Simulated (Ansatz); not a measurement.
The same path of a periodic cell of 17 atoms, MgRh$_{16}$ (surface Rh(110), adsorbate Mg) was run twice with different band settings. Lost on the way: Rh12–Mg17. Made: Rh10–Mg17.

Computed with DFT PBE-D3(BJ), scalar-relativistic, plane waves, PAW (Ansatz 0.2.0). Settings: cutoff 420 eV, k mesh 2x3x1, fermi-dirac smearing 0.05 eV, no spin polarisation.

Relaxed end points:

```xyz
17
Lattice="7.6000 0.0000 0.0000 0.0000 5.3740 0.0000 0.0000 0.0000 17.0305" Properties=species:S:1:pos:R:3
Rh 1.900 1.344 1.000
Rh 5.700 1.344 1.000
Rh 1.900 4.031 1.000
Rh 5.700 4.031 1.000
Rh 0.002 0.007 2.190
Rh 3.798 0.007 2.191
Rh 0.001 2.681 2.191
Rh 3.798 2.681 2.188
Rh 1.899 1.342 3.590
Rh 5.699 1.343 3.684
Rh 1.899 4.031 3.680
Rh 5.699 4.031 3.567
Rh 0.019 0.015 4.859
Rh 3.778 0.015 4.859
Rh 0.022 2.671 4.859
Rh 3.776 2.671 4.857
Mg 5.698 4.019 6.230
```

```xyz
17
Lattice="7.6000 0.0000 0.0000 0.0000 5.3740 0.0000 0.0000 0.0000 17.0305" Properties=species:S:1:pos:R:3
Rh 1.900 1.344 1.000
Rh 5.700 1.344 1.000
Rh 1.900 4.031 1.000
Rh 5.700 4.031 1.000
Rh 0.001 -0.006 2.191
Rh 3.798 -0.006 2.188
Rh 0.002 2.694 2.190
Rh 3.798 2.694 2.191
Rh 1.899 1.344 3.680
Rh 5.699 1.344 3.567
Rh 1.899 4.029 3.590
Rh 5.699 4.030 3.684
Rh 0.022 -0.016 4.859
Rh 3.776 -0.016 4.857
Rh 0.019 2.702 4.859
Rh 3.778 2.702 4.859
Mg 5.698 6.706 6.230
```

Common settings: spring 5.0 eV/Å²; optimiser quadratic models (default); end points relaxed; atoms held 1 to 4.

| run | movable images | climbing image | start path | force threshold | iteration limit |
| --- | --- | --- | --- | --- | --- |
| 1 | 5 | yes | straight line | 0.03 eV/Å | 32 |
| 2 | 6 | from the first iteration | default | 0.05 eV/Å | 30 |

What does each run give, and how far can it be trusted?

Run 1: converged after 5 iterations, highest image 0.256 eV above the first end. By the program's own check the climbing image is a first-order saddle point (lowest curvatures found: -0.64 and 0.92 eV/Å²).
Run 2: converged after 4 iterations, highest image 0.257 eV above the first end. The order of the point at the top wasn't checked.
Limits of this set-up: coarse k mesh, thin slab, slab without dipole correction, a typed lattice constant that wasn't relaxed here.
